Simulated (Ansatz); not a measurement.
```yaml
crystal:
  periodic: [false, false, false]
  atoms:
    - {symbol: O, position_ang: [1.026756, 1.511259, 2.291215]}
    - {symbol: C, position_ang: [-0.359052, 0.348727, 0.556618]}
    - {symbol: F, position_ang: [-2.736862, 0.256269, 1.082384]}
    - {symbol: C, position_ang: [0.105068, 1.516917, -1.863804]}
    - {symbol: F, position_ang: [0.147100, 4.002404, -1.484728]}
    - {symbol: C, position_ang: [-0.003704, -2.604584, 1.054353]}
    - {symbol: F, position_ang: [2.619297, -2.920148, 0.298485]}
    - {symbol: F, position_ang: [-1.371434, -3.996839, -1.220788]}
    - {symbol: H, position_ang: [1.220341, 3.166442, 2.352107]}
    - {symbol: H, position_ang: [1.928687, 0.925802, -2.581918]}
    - {symbol: H, position_ang: [-1.416292, 1.154328, -2.974622]}
    - {symbol: H, position_ang: [-0.390993, -3.386603, 2.674612]}
basis:
  gaussian: {orbitals: def2-TZVPD}
hamiltonian: {xc: {name: B3LYP5}}
```

```sh
$ ansatz run in.yaml --threads 8 --pin off --events-out ev --progress --plain --max-ram 18278MiB
```

Shortened log:

```
Functional definition: B3LYP5
1698 factors; their error is unknown
mean field evaluation 1: about -15992.3910 eV, gradient 1.4e2 eV
mean field evaluation 2: about -14169.0924 eV, gradient 5.6e2 eV
mean field evaluation 4: about -15475.5538 eV, gradient 3.4e2 eV
mean field evaluation 8: about -16045.9973 eV, gradient 2.8e0 eV
mean field evaluation 16: about -16046.1093 eV, gradient 2.3e-5 eV
mean field -16046.10934893 eV, -589.6836421296 hartree, gradient 1.1e-5 eV, S^2 0.000000; 10 other end points of the search recorded, 0 dependent functions left out
reference -16046.10985248 eV, -589.6836606349 hartree; 33, 33 occupied and 314, 314 virtual orbitals, 1698 factors
Total energy: -16046.10985248 eV, -589.6836606349 hartree
```

In this input the coordinates are in bohr but typed as ångström. The calculation finished and met its thresholds. The result belongs to that input, not to the molecule as meant.
